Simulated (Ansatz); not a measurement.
Consider the ligand exchange at a Zn–C bond: `CO[CH2][ZnH]` + CH₃SH → `C[S][ZnH]` + `COC`.

Calculated with Ansatz (gas phase, PBE0-D4/def2-TZVP geometries, no zero-point term in ΔE). CCSD(T)/CBS is the MP2 limit (def2-TZVPP, def2-QZVPP) plus CCSD(T) − MP2 in def2-TZVPP, frozen cores. This one scheme is used for every species. DFT in def2-TZVPP. B3LYP here is the variant with VWN-RPA as its local correlation; programs differ in this. For Zn outer-core shells are correlated without core-valence functions, which leaves a few kJ/mol of doubt a bond. Scalar relativity is left out up to krypton. One conformer a species, not always the lowest.

`CO[CH2][ZnH]`:

Cartesian coordinates in Å:
```
C -0.201 0.657 1.483
O 0.421 -0.183 0.551
C -0.169 -0.094 -0.735
Zn 0.811 -1.323 -1.911
H 0.308 0.530 2.441
H -0.134 1.711 1.179
H -1.263 0.402 1.606
H -0.122 0.943 -1.105
H -1.240 -0.351 -0.683
H 1.589 -2.293 -2.826
```

CH₃SH:

```xyz
6

C    -0.142    0.354   -0.310
S     0.388   -0.315    1.282
H     0.619    0.213   -1.076
H    -0.287    1.423   -0.157
H    -1.087   -0.082   -0.632
H     0.508   -1.593    0.893
```

`C[S][ZnH]`:

Cartesian coordinates in Å:
```
C -0.714 0.870 0.179
S 0.783 0.237 1.009
Zn 1.303 -1.478 -0.215
H -1.527 0.147 0.206
H -0.514 1.164 -0.851
H -1.023 1.756 0.734
H 1.693 -2.695 -1.063
```

`COC`:

```xyz
9

C     0.063    0.368    1.100
O     0.801   -0.208    0.060
C     0.030   -0.392   -1.093
H    -0.324    1.358    0.820
H     0.728    0.478    1.957
H    -0.788   -0.265    1.390
H    -0.358    0.563   -1.476
H     0.671   -0.842   -1.852
H    -0.824   -1.059   -0.906
```

```
             level  ΔE (kJ/mol)  difference from CCSD(T)/CBS
         revPBE-D4       -113.9                          6.1
           BLYP-D4       -113.3                          6.7
          B3LYP-D4       -117.9                          2.1
      CAM-B3LYP-D4       -116.0                          4.0
           ωB97X-V       -117.0                          3.0
              PBE0       -120.2                         -0.2
             BHLYP       -124.1                         -4.1
RPA@PBE/def2-TZVPP       -105.7                         14.3
      MP2/def2-SVP       -114.0                          6.0
    CCSD/CBS(def2)       -121.4                         -1.4
       CCSD(T)/CBS       -120.0                            0
```

Task: What do rigid-rotor, harmonic-oscillator terms from PBE0-D4/def2-TZVP frequencies (298.15 K, 1 bar) make of the CCSD(T)/CBS value? (An estimate is asked.)

Result: The calculation gave: ΔZPE = +9.8 kJ/mol, ΔH = -110.3 kJ/mol, ΔS = -1 J/(mol·K), ΔG = -110.0 kJ/mol.

Largest T1 diagnostic among the species: 0.014.

Leaving LDA and LC-ωPBE aside and taking each functional with its dispersion term where it has one, the values, not all of them listed here, spread over 11.9 kJ/mol, from BHLYP-D4 to BLYP-D4. LDA lies +3.1 kJ/mol from PBE without D4. From BLYP to BHLYP (50 % exact exchange), in def2-TZVPP and without D4, ΔE moves by −10.9 kJ/mol.
